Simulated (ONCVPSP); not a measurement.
**Logarithmic derivatives: Ti (Z = 22), ONCV**

| Quantity | Value |
| --- | --- |
| Element | titanium |
| Generator | ONCVPSP 4.0.1 |
| Type | optimised norm-conserving Vanderbilt (ONCV) |
| Functional | PBE |
| Relativity | scalar-relativistic |
| Frozen core | [Ne] |
| Valence charge | 12 |
| Reference configuration | 3s2 3p6 3d3 4s1 |
| Partial waves | 3s+4s: rc 1.50 bohr, ncon 3, nbas 6, qcut 10.1 1/bohr, 2 projectors; 3p: rc 1.55 bohr, ncon 4, nbas 7, qcut 9.2 1/bohr, 2 projectors, debl 1.7 Ha; 3d: rc 2.70 bohr, ncon 4, nbas 8, qcut 7 1/bohr, 2 projectors, debl 2.5 Ha |
| Local potential | polynomial inside 1.15 bohr (lpopt 4, dvloc0 -1 Ha) |
| Core correction | Teter function, parameters optimised by the program |

The phase is arctan(r·R′/R) of the radial function R(r), unwrapped; energies in Ha, scanned from -4 to 5 Ha. A pole is an energy at which the radial function vanishes at the test radius. The pseudo phase is shifted by a multiple of π to meet the all-electron one at the reference energy, and phase errors are pseudo minus all-electron; the curves can meet again beyond the range given. Levels narrower than the energy grid can be missing from the lists of poles.

```csv
channel,radius (bohr),reference energy (Ha),"poles, all-electron","poles, pseudo",unbroken range about the reference energy with phases within 0.05 rad,phase error 1 Ha above the reference energy (rad)
s,1.53,-0.14,-1.45,-1.45,the whole range,-0.000
p,1.57,-1.31,-0.55,-0.55,the whole range,-0.000
d,2.74,-0.07,"0.07, 2.14","0.07, 2.14",below 3.3,+0.025
```

Phases in the p channel:

```json
{"E (Ha)": "-3.98", "all-electron": "1.190", "pseudo": "1.190"}
{"E (Ha)": "-3.50", "all-electron": "1.122", "pseudo": "1.122"}
{"E (Ha)": "-3.02", "all-electron": "1.007", "pseudo": "1.007"}
{"E (Ha)": "-2.54", "all-electron": "0.760", "pseudo": "0.760"}
{"E (Ha)": "-2.06", "all-electron": "0.070", "pseudo": "0.070"}
{"E (Ha)": "-1.58", "all-electron": "-0.949", "pseudo": "-0.949"}
{"E (Ha)": "-1.10", "all-electron": "-1.372", "pseudo": "-1.372"}
{"E (Ha)": "-0.62", "all-electron": "-1.552", "pseudo": "-1.552"}
{"E (Ha)": "-0.14", "all-electron": "-1.664", "pseudo": "-1.664"}
{"E (Ha)": "0.34", "all-electron": "-1.756", "pseudo": "-1.756"}
{"E (Ha)": "0.82", "all-electron": "-1.852", "pseudo": "-1.852"}
{"E (Ha)": "1.30", "all-electron": "-1.977", "pseudo": "-1.977"}
{"E (Ha)": "1.78", "all-electron": "-2.177", "pseudo": "-2.177"}
{"E (Ha)": "2.26", "all-electron": "-2.556", "pseudo": "-2.557"}
{"E (Ha)": "2.74", "all-electron": "-3.236", "pseudo": "-3.237"}
{"E (Ha)": "3.22", "all-electron": "-3.861", "pseudo": "-3.863"}
{"E (Ha)": "3.70", "all-electron": "-4.186", "pseudo": "-4.188"}
{"E (Ha)": "4.18", "all-electron": "-4.355", "pseudo": "-4.356"}
{"E (Ha)": "4.66", "all-electron": "-4.455", "pseudo": "-4.456"}
```
